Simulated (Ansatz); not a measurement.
Ansatz (a quantum-chemistry and plane-wave program) input (wB97X-V/def2-TZVPD):

Ansatz 0.2 input:
```yaml
crystal:
  periodic: [false, false, false]
  atoms:
    - {symbol: C, position_ang: [-2.47900536, -0.16522183, 0.13337216]}
    - {symbol: C, position_ang: [-1.29864586, -0.42454863, 1.05353734]}
    - {symbol: O, position_ang: [-0.14865769, -0.85559448, 0.33756272]}
    - {symbol: Ge, position_ang: [0.97906724, 0.32793198, -0.40475806]}
    - {symbol: H, position_ang: [-2.26317942, 0.65729949, -0.55243940]}
    - {symbol: H, position_ang: [-2.70140271, -1.05382610, -0.45886239]}
    - {symbol: H, position_ang: [-3.36614434, 0.09806529, 0.71389051]}
    - {symbol: H, position_ang: [-1.53858290, -1.22705846, 1.75665264]}
    - {symbol: H, position_ang: [-1.07286987, 0.47150090, 1.64577516]}
    - {symbol: H, position_ang: [2.26552838, -0.51094741, -0.63233805]}
    - {symbol: H, position_ang: [1.20166830, 1.45452147, 0.65762077]}
basis:
  gaussian:
    orbitals: def2-TZVPD
hamiltonian:
  xc: {name: wB97X-V}
magnetization: {spin_polarized: true, initial_magnetization: 1}
output: {forces: true}
```

End of the output:

```
integrals: 0.23 GiB planned
1303 factors; their error is unknown
integrals: 0.27 GiB planned
466 factors; integrals over basis functions are off by at most 1.1e-5 eV
0.42 GiB of the device are held for the grids
2.08 GiB of device memory are held for the factors and their scratch space
mean field: 1.80 GiB planned
mean field evaluation 1: about -60742.4610 eV, gradient 3.7e1 eV
mean field evaluation 2: about -60740.5348 eV, gradient 4.6e1 eV
mean field evaluation 4: about -60747.5594 eV, gradient 1.8e0 eV
mean field evaluation 8: about -60747.5896 eV, gradient 8.8e-2 eV
mean field evaluation 16: about -60747.7197 eV, gradient 4.7e-3 eV
mean field -60747.71972952 eV, -2232.4375237765 hartree, gradient 6.7e-5 eV, S^2 0.752990; 0 other end points of the search recorded, 0 dependent functions left out
the calculation of the forces begins
reference -60747.71972770 eV, -2232.4375237097 hartree; 30, 29 occupied and 201, 202 virtual orbitals, 1303 factors
Total energy: -60747.71972770 eV, -2232.4375237097 hartree
Atom 0 at    -2.479005    -0.165222     0.133372 Å, force     0.053621    -0.002635     0.016972 eV/Å
Atom 1 at    -1.298646    -0.424549     1.053537 Å, force     0.056081    -0.040639    -0.089777 eV/Å
Atom 2 at    -0.148658    -0.855594     0.337563 Å, force     0.165531     0.225660    -0.151116 eV/Å
Atom 3 at     0.979067     0.327932    -0.404758 Å, force    -0.083577    -0.242882     0.324163 eV/Å
Atom 4 at    -2.263179     0.657299    -0.552439 Å, force     0.014493     0.068240    -0.054082 eV/Å
Atom 5 at    -2.701403    -1.053826    -0.458862 Å, force    -0.011700    -0.071969    -0.035963 eV/Å
Atom 6 at    -3.366144     0.098065     0.713891 Å, force    -0.053865     0.019579     0.043418 eV/Å
Atom 7 at    -1.538583    -1.227058     1.756653 Å, force    -0.019489    -0.043865     0.046643 eV/Å
Atom 8 at    -1.072870     0.471501     1.645775 Å, force     0.030275     0.075548     0.040079 eV/Å
Atom 9 at     2.265528    -0.510947    -0.632338 Å, force    -0.117298     0.093406    -0.020800 eV/Å
Atom 10 at     1.201668     1.454521     0.657621 Å, force    -0.034073    -0.080443    -0.119537 eV/Å
Dipole moment:    -0.117465     0.208192     0.037925 e Å
```

It need not be the lowest isomer of its formula.
